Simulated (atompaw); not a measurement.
Scattering properties, PAW (atompaw) potential for W

W (Z = 74), PAW, made with atompaw 4.2.0.5 (PBE, scalar-relativistic). Core [Kr] 4d10 4f14, reference 5s2 5p6 5d4 6s1 6p1. Waves: 5s (bound): rc 1.45 bohr; 6s (bound): rc 2.00 bohr; 5p (bound): rc 1.35 bohr; 6p (bound): rc 2.00 bohr; 5d (bound): rc 1.95 bohr; 5d channel at 0.2 Ry: rc 2.00 bohr. Local part: bessel scheme, radius 1.85 bohr. Core correction: smooth core density matched at 1.05 bohr. Augmentation charge: gaussian compensation charge, radius 1.60 bohr; PAW radius 2.00 bohr; waves and projectors: custom polynom2 7 10 vanderbiltortho.

The phase is arctan(r·u′/u) with u = r·R(r), unwrapped; energies in Ry, scanned from -8 to 5 Ry. A pole is an energy at which the radial function vanishes at the test radius. The pseudo phase is shifted by a multiple of π to meet the all-electron one at the reference energy, and phase errors are pseudo minus all-electron; the curves can meet again beyond the range given. Levels narrower than the energy grid can be missing from the lists of poles.

```
channel  radius (bohr)  reference energy (Ry)  poles, all-electron  poles, pseudo  unbroken range about the reference energy with phases within 0.05 rad  phase error 1 Ry above the reference energy (rad)
      s           2.01                  -0.50                -5.67          -5.67                                                        the whole range                                             -0.006
      p           2.01                  -0.16                -2.65          -2.66                                                        the whole range                                             -0.000
      d           2.01                  -0.43                 1.50           1.50                                                        the whole range                                             +0.000
```

Phases in the p channel:

| E (Ry) | all-electron | pseudo |
| --- | --- | --- |
| -8.00 | 1.361 | 1.361 |
| -7.52 | 1.351 | 1.350 |
| -7.04 | 1.337 | 1.337 |
| -6.56 | 1.320 | 1.320 |
| -6.08 | 1.298 | 1.298 |
| -5.60 | 1.268 | 1.267 |
| -5.12 | 1.220 | 1.219 |
| -4.64 | 1.130 | 1.130 |
| -4.16 | 0.895 | 0.895 |
| -3.68 | -0.257 | -0.257 |
| -3.20 | -1.330 | -1.330 |
| -2.72 | -1.554 | -1.555 |
| -2.24 | -1.647 | -1.647 |
| -1.76 | -1.703 | -1.703 |
| -1.28 | -1.746 | -1.746 |
| -0.80 | -1.786 | -1.786 |
| -0.32 | -1.826 | -1.826 |
| 0.16 | -1.872 | -1.872 |
| 0.64 | -1.928 | -1.928 |
| 1.12 | -2.002 | -2.002 |
| 1.60 | -2.110 | -2.110 |
| 2.08 | -2.279 | -2.281 |
| 2.56 | -2.568 | -2.574 |
| 3.04 | -3.049 | -3.063 |
| 3.52 | -3.607 | -3.625 |
| 4.00 | -3.999 | -4.014 |
| 4.48 | -4.224 | -4.236 |
| 4.96 | -4.359 | -4.369 |
